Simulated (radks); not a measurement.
Pm2+, configuration [Xe] 4f(up 2.5, down 2.5) 6s(up 0, down 0) (fractional occupations, a model configuration). All-electron calculation, scalar-relativistic Kohn-Sham, SCAN, spin-polarised, spherical densities, finite nucleus; meta-GGA in the generalised Kohn-Sham scheme; Fermi nuclear charge, rms radius 4.962 fm. Program: a radial shooting solver on a logarithmic mesh with Libxc functionals.

Local quantities along the radius. ELF = 1/(1 + alpha^2) is the electron localisation function; alpha = (tau - tau_W)/tau_unif compares the Pauli kinetic energy density with that of the uniform gas (summed over spins). tau is taken from the large components.

r (bohr)	ELF	alpha
0.002041	0.999	0.02670
0.002767	0.999	0.02995
0.00375	0.999	0.03551
0.005082	0.998	0.04517
0.006887	0.996	0.06286
0.00926	0.991	0.09677
0.01255	0.971	0.1730
0.01701	0.886	0.3586
0.02305	0.611	0.7977
0.03124	0.342	1.387
0.04234	0.407	1.208
0.05738	0.674	0.6962
0.07776	0.733	0.6031
0.1054	0.467	1.069
0.1428	0.365	1.320
0.1936	0.683	0.6817
0.2623	0.700	0.6542
0.3556	0.230	1.831
0.4819	0.530	0.9423
0.6531	0.725	0.6157
0.8851	0.402	1.219
1.19	0.353	1.354
1.613	0.658	0.7201
2.186	0.554	0.8970
2.962	0.123	2.668
4.015	0.003	18.27
5.441	0.000	185.3

On this mesh the ELF has minima near r = 0.036, 0.12, 0.36, 1.0 bohr, which separate the shells, and maxima near 0.067 (0.74), 0.23 (0.75), 0.65 (0.73), 1.9 (0.67).
